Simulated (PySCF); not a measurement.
Calculation: PBE-D3(BJ)/def2-TZVP // B3LYP-D3(BJ)/def2-TZVP (PySCF). Gas-phase values, no solvent. One relaxed conformer stands for a flexible species; it need not be the lowest. Excitations are Tamm–Dancoff values on a coarser integration grid. The basis has no diffuse functions, so Rydberg states are missing or too high.

Reference species (SMILES): `O=C(S)C` (O–C–S–H torsion 180°) (neutral, multiplicity 1).

```json
{
  "HOMO–LUMO gap": "4.53 eV",
  "S1 excitation (TDA)": "4.75 eV",
  "HOMO": "-6.31 eV",
  "S1–T1 gap (TDA)": "0.55 eV"
}
```

Changed species: `CC(O)=S` (S–C–O–H torsion 0°).

Task: Give the shifts of the HOMO–LUMO gap, S1 excitation (TDA), HOMO and S1–T1 gap (TDA).

Result: the HOMO–LUMO gap decreases by 1.41 eV, to 3.12 eV; the S1 excitation (TDA) falls by 1.45 eV, to 3.30 eV; the HOMO increases by 0.81 eV, to -5.50 eV; the S1–T1 gap (TDA) falls by 0.15 eV, to 0.40 eV.
